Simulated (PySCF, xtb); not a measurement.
Conformational energy of B2Cl4, SMILES ClB(Cl)B(Cl)Cl. Scanned: dihedral Cl1–B2–B4–Cl5; all other coordinates were relaxed at GFN2-xTB. Points at φ and −φ are mirror images. Heavy atoms are numbered in the order of the SMILES ClB(Cl)B(Cl)Cl, hydrogens after them in the order of the atoms that carry them; the mirror image has the same energies with the sign of each dihedral reversed.

Levels: RHF/STO-3G = restricted Hartree-Fock/STO-3G // GFN2-xTB (PySCF 2.14.0); RKS-B3LYP/6-31G* = restricted B3LYP/6-31G*, spherical d, density fitting // GFN2-xTB (PySCF); GFN1-xTB // GFN2-xTB (xtb).

Energies in kcal/mol, each method relative to its own lowest point.

| φ / ° | RHF/STO-3G | RKS-B3LYP/6-31G* | GFN1-xTB |
|---|---|---|---|
| -150 | 2.2 | 1.4 | 0.4 |
| -120 | 0.7 | 0.4 | 0.1 |
| -90 | 0.0 | 0.0 | 0.0 |
| -60 | 0.7 | 0.4 | 0.1 |
| -30 | 2.2 | 1.4 | 0.4 |
| 0 | 3.0 | 2.0 | 0.6 |
| 30 | 2.2 | 1.4 | 0.4 |
| 60 | 0.7 | 0.4 | 0.1 |
| 90 | 0.0 | 0.0 | 0.0 |
| 120 | 0.7 | 0.4 | 0.1 |
| 150 | 2.2 | 1.4 | 0.4 |
| 180 | 3.0 | 1.9 | 0.5 |
